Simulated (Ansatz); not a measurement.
Consider the cleavage of the Si–Si bond: `C[Si@@H](O)[Si@H](O)Cl` + `C[SiH](O)O` → `C[Si@@H](O)O[Si@H](O)Cl` + `C[SiH2]O`.

Program: Ansatz. Geometries: PBE0-D4/def2-TZVP. ΔE: electronic, gas phase. CCSD(T)/CBS is the MP2 limit (def2-TZVPP, def2-QZVPP) plus CCSD(T) − MP2 in def2-TZVPP, frozen cores. This one scheme is used for every species. Functionals use def2-TZVPP. B3LYP here is the variant with VWN-RPA as its local correlation; programs differ in this. Each species was taken in one conformer, which may not be the lowest.

| level | ΔE (kcal/mol) | difference from CCSD(T)/CBS |
| --- | --- | --- |
| PBE-D4 | -30.2 | 6.5 |
| r2SCAN-D4 | -36.0 | 0.7 |
| PBE0-D4 | -32.8 | 3.9 |
| B3LYP-D4 | -36.1 | 0.6 |
| ωB97X-V | -36.1 | 0.6 |
| ωB97M-V | -37.7 | -1.0 |
| B2PLYP | -36.9 | -0.2 |
| PBE | -29.6 | 7.1 |
| r2SCAN | -35.9 | 0.8 |
| PBE0 | -32.3 | 4.4 |
| B3LYP | -35.2 | 1.5 |
| HF/def2-TZVPP | -41.8 | -5.1 |
| MP2/def2-TZVPP | -38.4 | -1.7 |
| SCS-MP2/def2-TZVPP | -38.9 | -2.2 |
| CCSD/def2-TZVPP | -37.8 | -1.1 |
| CCSD(T)/def2-TZVPP | -37.2 | -0.5 |
| HF/def2-QZVPP | -42.3 | -5.6 |
| MP2/def2-QZVPP | -38.3 | -1.6 |
| SCS-MP2/def2-QZVPP | -38.7 | -2.0 |
| HF/CBS(def2) | -42.4 | -5.7 |
| MP2/CBS(def2) | -37.9 | -1.2 |
| CCSD/CBS(def2) | -37.3 | -0.6 |
| CCSD(T)/CBS | -36.7 | 0 |

Largest T1 diagnostic among the species: 0.011.

In def2-TZVPP, CCSD(T) changes the Hartree–Fock value by +4.6 kcal/mol (the triples alone add +0.6 kcal/mol) and MP2 by +3.4 kcal/mol. From PBE to PBE0 (25 % exact exchange), in def2-TZVPP and without D4, ΔE moves by −2.7 kcal/mol.
